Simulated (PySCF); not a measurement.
# Mayer bond orders and bond lengths

C6H7FO.
Numbering: `[CH2:1]=[CH:2][C:3]1=[CH:4][CH2:5][O:6][C@@H:7]1[F:8]` (hydrogens: H9, H10 on C1; H11 on C2; H12 on C4; H13, H14 on C5; H15 on C7)

Cartesian coordinates in Å at the GFN2-xTB level; atoms count from 1:
```xyz
15
C6H7FO angstrom
C     -2.508    0.131   -0.246
C     -1.537   -0.625    0.256
C     -0.135   -0.289    0.216
C      0.894   -0.929    0.777
C      2.165   -0.204    0.485
O      1.793    0.812   -0.444
C      0.425    0.950   -0.450
F      0.057    2.073    0.297
H     -3.541   -0.165   -0.179
H     -2.308    1.076   -0.721
H     -1.766   -1.563    0.746
H      0.868   -1.828    1.363
H      2.924   -0.833    0.009
H      2.597    0.243    1.391
H      0.067    1.158   -1.466
```

Bond orders from the PBE0/pcSseg-1 density (PySCF). The structure is a single GFN2-xTB conformer in the gas phase; no vibrational or solvent corrections.

(1) How far do the computed orders between heavy atoms stray from the drawn ones?

(2) Give the Mayer order of every bond, beside its length.

Results:

(1) The largest departure is 0.280, at C3–C4 (drawn double, 1.720).

(2) 
```tsv
bond	drawn as	length (Å)	Mayer order
C1–C2	double	1.329	1.919
C2–C3	single	1.442	1.088
C3–C4	double	1.336	1.720
C4–C5	single	1.492	1.052
C5–O6	single	1.426	0.909
O6–C7	single	1.375	1.026
C7–F8	single	1.398	0.892
C7–C3	single	1.514	1.005
C1–H9	single	1.076	0.942
C1–H10	single	1.077	0.944
C2–H11	single	1.082	0.960
C4–H12	single	1.073	0.992
C5–H13	single	1.094	0.936
C5–H14	single	1.099	0.924
C7–H15	single	1.097	0.946
```

Bonds between the same two heavy elements. C–C: lowest C7–C3 (1.005, 1.514 Å), highest C1–C2 (1.919, 1.329 Å). C–O: lowest C5–O6 (0.909, 1.426 Å), highest O6–C7 (1.026, 1.375 Å).

Problem. Sum the orders of all bonds at each heavy atom with more than one neighbour and set the sums beside the valence in the SMILES.

Solution. C1 3.805 (drawn 4), C2 3.967 (drawn 4), C3 3.813 (drawn 4), C4 3.764 (drawn 4), C5 3.821 (drawn 4), O6 1.935 (drawn 2), C7 3.869 (drawn 4). Orders between atoms that aren't bonded are not in these sums.

The Mayer order sums products of elements of PS (density times overlap matrix) between the two atoms' basis functions, so it depends on the basis set.
